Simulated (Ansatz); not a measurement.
System: C2H3F3Si, charge 0, multiplicity 1. 
Coordinates optimised at B3LYP-D3(BJ)/def2-TZVP (Ansatz, an electronic-structure program):
SMILES: C=C[Si](F)(F)F
```xyz
9

C      2.3802    -0.3727    -0.1325
C      1.3690     0.0526     0.6229
Si    -0.3607     0.0621     0.0347
F     -0.4527    -0.4910    -1.4463
F     -1.3024    -0.8316     0.9415
F     -0.9844     1.5176     0.0445
H      2.2277    -0.7374    -1.1416
H      3.4029    -0.3737     0.2275
H      1.5783     0.4080     1.6280
```

Wanted: vertical triplet-singlet gap (E(triplet) - E(singlet); each state is the SCF solution reached for its spin), in eV. Cores are frozen in the correlated levels unless marked. UHF or UKS for open shells. No spin-orbit coupling. Non-relativistic. CBS(X,Y): correlation extrapolated as X^-3; Hartree-Fock from the larger set. The bracket is a focal-point correction in the basis named.

Level to compare with: RI-MP2/CBS(aug-cc-pV(T+d)Z,aug-cc-pV(Q+d)Z)+[CCSD(T)-MP2]/aug-cc-pV(T+d)Z (Ansatz), 4.50 eV. It is a level with limits of its own, and the differences hold the functionals' basis error too.

Problem. Rank these functionals by how close they come to RI-MP2/CBS(aug-cc-pV(T+d)Z,aug-cc-pV(Q+d)Z)+[CCSD(T)-MP2]/aug-cc-pV(T+d)Z, closest first: SVWN5/def2-TZVPD (Ansatz); BHLYP/def2-TZVPD (Ansatz); wB97M-V/def2-TZVPD (Ansatz).

Solution. wB97M-V/def2-TZVPD (range-separated hybrid meta-GGA with VV10, 4.46 eV, difference -0.04), SVWN5/def2-TZVPD (LDA, 4.67 eV, difference 0.17), BHLYP/def2-TZVPD (global hybrid, 4.08 eV, difference -0.42)
